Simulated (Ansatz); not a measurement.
`[CH3][Ti]([OH])([OH])[F]`, 10 atoms. Charge 0, multiplicity 1. Correlated methods include outer-core shells of Ti, which these sets cover unevenly. Scalar relativity is left out up to krypton. All runs use 4 threads of a server CPU on a shared host. Correlated methods freeze the cores.

How many basis functions does each run have, and how long does it take in Ansatz? direct RPA on PBE orbitals/def2-TZVPP energy; RKS ωB97M-V/def2-TZVPP energy and forces; RKS CAM-B3LYP-D4/def2-TZVPP energy; RKS ωB97M-V/def2-SVP energy; RKS PBE0-D4/def2-SVP energy; RKS PBE0-D4/def2-TZVP relaxation (10 steps); RKS PBE0-D4/def2-QZVPP energy; RHF-MP2/def2-QZVPP energy; RKS PBE0-D4/def2-TZVP frequencies; RKS ωB97M-V/def2-QZVPP energy; RKS B3LYP-D4/def2-TZVPP energy and forces; RKS HSE06-D4/def2-TZVPP energy. (An estimate is asked.)

Computed: Other jobs shared the machine, so times are rough.

```
                                level                    job  functions  wall time  peak host memory (GiB)
                 RKS PBE0-D4/def2-SVP                 energy        112      1.2 s                    0.29
                 RKS ωB97M-V/def2-SVP                 energy        112      4.7 s                    0.41
          RKS CAM-B3LYP-D4/def2-TZVPP                 energy        258      4.9 s                    0.77
              RKS B3LYP-D4/def2-TZVPP      energy and forces        258      5.5 s                    0.77
              RKS HSE06-D4/def2-TZVPP                 energy        258        6 s                    0.72
               RKS PBE0-D4/def2-QZVPP                 energy        471      9.5 s                     1.7
direct RPA on PBE orbitals/def2-TZVPP                 energy        258       10 s                    0.73
               RKS ωB97M-V/def2-TZVPP      energy and forces        258       12 s                    0.99
                   RHF-MP2/def2-QZVPP                 energy        471       19 s                     2.8
               RKS ωB97M-V/def2-QZVPP                 energy        471       20 s                     2.1
                RKS PBE0-D4/def2-TZVP  relaxation (10 steps)        199       42 s                    0.57
                RKS PBE0-D4/def2-TZVP            frequencies        199    2.5 min                    0.57
```

B3LYP here is the variant with VWN-RPA as its local correlation; programs differ in this. HSE06 is defined as in plane-wave codes.
